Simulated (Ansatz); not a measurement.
The same hydrogen abstraction along the group B, Ga, In.

Gas-phase electronic energies from Ansatz, PBE0-D4/def2-TZVP geometries. CBS: MP2 limit from def2 TZ/QZ plus the TZ coupled-cluster correction, frozen cores. This one scheme is used for every species. Open shells (•) are unrestricted, without spin–orbit coupling. Elements past krypton have def2 core potentials. For Ga, In outer-core shells are correlated without core-valence functions, which leaves a few kJ/mol of doubt a bond. Scalar relativity is left out up to krypton.

Problem. Order these by ΔE at CCSD(T)/CBS, lowest first. (Best estimate.)
A. `[CH3][InH][Cl]` + `[CH3]`• → `[CH3][In][Cl]`• + CH₄
B. `CBCl` + `[CH3]`• → `C[B]Cl`• + CH₄
C. `[CH3][GaH][Cl]` + `[CH3]`• → `[CH3][Ga][Cl]`• + CH₄

Solution. A (-39.8 kcal/mol), C (-27.9 kcal/mol), B (-2.9 kcal/mol).

Largest T1 diagnostic: 0.016, for `[CH3][In][Cl]`•.
